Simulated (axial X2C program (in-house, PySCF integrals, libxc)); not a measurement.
## AlSe⁺: properties at the nuclei

Computed with an axial X2C code built on PySCF integrals: two-component X2C with atomic mean-field Coulomb and Gaunt terms, Gaussian nuclei, basis Se dyall-cv3z, Al dyall-v3z with contracted cores.

R = 2.340 Å (near the PBE0 minimum at charge 1 of the determinant lowest at the starting distance; the state shown can have its own minimum elsewhere).

Input and command:
```json
{"zs": [34, 13], "q": 1, "bas": ["dyall-cv3z", "dyall-v3z"], "r0": 2.2, "levels": ["PBE0", "HF", "PBE", "BHandHLYP", "BP86"], "nst": 3}
```
```bash
python soeom.py task.json out
```

Keys: zs atomic numbers; q charge; bas basis sets; r0 starting distance in Å; levels methods; nst determinants followed.

Determinant lowest in the PBE0 search, Ω = 2 (⟨Sz⟩ = 1.00, ⟨Lz⟩ = 1.00 at PBE0), spin on the atoms Se 0.66, Al 0.33:

```tsv
level	Eeff magnitude (GV/cm)	Ws magnitude Se (kHz)	Ws magnitude Al (kHz)	A∥/gI Se (MHz)	qzz Se (a.u.)	A∥/gI Al (MHz)	qzz Al (a.u.)
PBE0	0.437	0.0471	0.0344	349	1.52	230	-0.72
HF	0.911	0.139	0.0428	319	1.71	218	-0.90
PBE	0.332	0.0276	0.0318	360	1.32	234	-0.66
BHandHLYP	0.451	0.046	0.0372	363	1.79	227	-0.74
BP86	0.344	0.0302	0.032	373	1.31	241	-0.66
```

Eeff is the effective electric field on the electron electric dipole moment in this Ω state and Ws the scalar–pseudoscalar constant of the nucleus named (defined with the proton number Z and per Ω); A∥ (defined per Ω) follows by multiplying with gI = μI/(I μN); qzz is the electric field gradient, eQq0 = 234.96 MHz × Q/barn × qzz. The operators were transformed with the bare-nucleus X2C matrices; with these basis sets, hyperfine constants and field gradients can be off by tens of per cent, and where levels differ in sign neither size nor sign is settled.

Question: With gI(77Se) = 1.0701, gI(27Al) = 1.4566, Q(27Al) = 0.1466 barn (g factors from the IAEA table of nuclear moments by Stone; Q from Pyykkö, Mol. Phys. 2018), turn the PBE0 values of the first state into constants in MHz.

Answer: A∥(77Se) = 349 × 1.0701 = 373 MHz; A∥(27Al) = 230 × 1.4566 = 335 MHz; eQq0(27Al) = 234.96 × (0.1466) × (-0.72) = -24.8 MHz.

Each state is one determinant with collinear spin, which with several unpaired electrons need not be a pure state. Unrestricted Hartree–Fock can overshoot spin polarisation at the nuclei. With several open shells hyperfine constants can be off by a factor of several. Where Eeff spreads by more than a factor of two the levels disagree and none is to be relied on. Open-shell Ω = 0 determinants with evenly filled partner blocks cannot be reached by this program, so the Ω shown need not be the lowest component. States lie within half an eV, so the first need not be the ground state. Further determinants of the search, some of them spin-mixed, are not shown.
